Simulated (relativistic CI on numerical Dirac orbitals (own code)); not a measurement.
# Calculated levels, Ru⁴²⁺

Method of calculation: Dirac-Coulomb-Breit CI, orbitals from a KLI potential per configuration, a model potential for QED, unscaled Slater integrals (own radial code, finite nucleus).

CI space: 1s2, 1s.2s, 1s.2p, 1s.3s, 1s.3p, 1s.3d, 1s.4s, 1s.4p, 1s.4d, 1s.4f, 1s.5s, 1s.5p, 1s.5d, 1s.5f, 1s.5g, 1s.6s, 1s.6p, 1s.6d. Levels of other configurations are missing.

| No. | Configuration | Term | J | E (eV) | % | Next component (%) | Landé g | Lifetime (s) |
| --- | --- | --- | --- | --- | --- | --- | --- | --- |
| 1 | 1s2 | 1S | 0 | 0.0 | 100 |  |  |  |
| 2 | 1s.2s | 3S | 1 | 19655.3 | 100 |  | 1.959 | 2.24e-11 |
| 3 | 1s.2p | 3P° | 0 | 19714.8 | 100 |  |  | 1.01e-09 |
| 4 | 1s.2p | 3P° | 1 | 19715.5 | 74 | 26 1P° | 1.328 | 8.66e-16 |
| 5 | 1s.2s | 1S | 0 | 19717.8 | 100 |  |  |  |
| 6 | 1s.2p | 3P° | 2 | 19873.4 | 100 |  | 1.474 | 1.89e-12 |
| 7 | 1s.2p | 1P° | 1 | 19902.1 | 74 | 26 3P° | 1.130 | 3.14e-16 |
| 8 | 1s.3s | 3S | 1 | 23338.2 | 100 |  | 1.963 | 3.57e-14 |
| 9 | 1s.3p | 3P° | 0 | 23354.5 | 100 |  |  | 1.22e-14 |
| 10 | 1s.3p | 3P° | 1 | 23354.7 | 74 | 26 1P° | 1.331 | 2.55e-15 |
| 11 | 1s.3s | 1S | 0 | 23354.9 | 100 |  |  | 3.64e-14 |
| 12 | 1s.3p | 3P° | 2 | 23401.7 | 100 |  | 1.479 | 1.35e-14 |
| 13 | 1s.3d | 3D | 2 | 23408.8 | 61 | 39 1D | 1.080 | 4.30e-15 |
| 14 | 1s.3d | 3D | 1 | 23409.5 | 100 |  | 0.509 | 4.34e-15 |
| 15 | 1s.3p | 1P° | 1 | 23409.8 | 74 | 26 3P° | 1.142 | 1.05e-15 |
| 16 | 1s.3d | 3D | 3 | 23424.3 | 100 |  | 1.318 | 4.50e-15 |
| 17 | 1s.3d | 1D | 2 | 23425.2 | 61 | 39 3D | 1.070 | 4.45e-15 |
| 18 | 1s.4s | 3S | 1 | 24613.4 | 100 |  | 1.965 | 5.25e-14 |
| 19 | 1s.4p | 3P° | 0 | 24620.1 | 100 |  |  | 2.10e-14 |
| 20 | 1s.4p | 3P° | 1 | 24620.2 | 74 | 26 1P° | 1.332 | 5.74e-15 |
| 21 | 1s.4s | 1S | 0 | 24620.3 | 100 |  |  | 5.17e-14 |
| 22 | 1s.4p | 3P° | 2 | 24640.0 | 100 |  | 1.481 | 2.28e-14 |
| 23 | 1s.4d | 3D | 2 | 24642.9 | 61 | 39 1D | 1.082 | 9.93e-15 |
| 24 | 1s.4d | 3D | 1 | 24643.2 | 100 |  | 0.512 | 1.01e-14 |
| 25 | 1s.4p | 1P° | 1 | 24643.3 | 74 | 26 3P° | 1.146 | 2.47e-15 |
| 26 | 1s.4d | 3D | 3 | 24649.5 | 100 |  | 1.320 | 1.05e-14 |
| 27 | 1s.4f | 3F° | 3 | 24649.7 | 57 | 43 1F° | 1.033 | 2.08e-14 |
| 28 | 1s.4f | 3F° | 2 | 24649.8 | 100 |  | 0.674 | 2.08e-14 |
| 29 | 1s.4d | 1D | 2 | 24649.9 | 61 | 39 3D | 1.073 | 1.03e-14 |
| 30 | 1s.4f | 3F° | 4 | 24652.9 | 100 |  | 1.239 | 2.10e-14 |
| 31 | 1s.4f | 1F° | 3 | 24653.1 | 57 | 43 3F° | 1.041 | 2.10e-14 |
| 32 | 1s.5s | 3S | 1 | 25199.3 | 100 |  | 1.966 | 8.32e-14 |
| 33 | 1s.5p | 3P° | 0 | 25202.7 | 100 |  |  | 3.59e-14 |
| 34 | 1s.5p | 3P° | 1 | 25202.7 | 74 | 26 1P° | 1.332 | 1.09e-14 |
| 35 | 1s.5s | 1S | 0 | 25202.7 | 100 |  |  | 7.81e-14 |
| 36 | 1s.5p | 3P° | 2 | 25212.8 | 100 |  | 1.482 | 3.88e-14 |
| 37 | 1s.5d | 3D | 2 | 25214.3 | 61 | 39 1D | 1.083 | 1.90e-14 |
| 38 | 1s.5d | 3D | 1 | 25214.4 | 100 |  | 0.514 | 1.93e-14 |
| 39 | 1s.5p | 1P° | 1 | 25214.5 | 74 | 26 3P° | 1.147 | 4.79e-15 |
| 40 | 1s.5d | 3D | 3 | 25217.6 | 100 |  | 1.321 | 2.02e-14 |
| 41 | 1s.5f | 3F° | 3 | 25217.7 | 57 | 43 1F° | 1.034 | 4.00e-14 |
| 42 | 1s.5f | 3F° | 2 | 25217.8 | 100 |  | 0.675 | 4.00e-14 |
| 43 | 1s.5d | 1D | 2 | 25217.9 | 61 | 39 3D | 1.074 | 1.96e-14 |
| 44 | 1s.5f | 3F° | 4 | 25219.4 | 100 |  | 1.240 | 4.06e-14 |
| 45 | 1s.5g | 3G | 4 | 25219.4 | 55 | 45 1G | 1.017 | 6.80e-14 |

Energies count from the lowest computed level; ° marks odd parity; lifetimes are radiative, by E1, M1, E2, M2 decay to levels of this space only; some are left blank where a channel outside the calculation adds to the decay or the decay crosses a small, uncertain gap.

The mean weight of the leading LS term, summed over parents, in these 45 levels is 86 %, and that of the leading jj configuration (from the same eigenvectors) 100 %, so jj coupling describes them better and the LS labels are nominal.

At this charge energies of transitions that change n are usually good to better than 1 %, and those within a shell (Δn = 0) to a few per cent.

LS names give the leading component of a level, which can be under half, so a name can repeat, a term be missing and a line seem to break the LS rules.
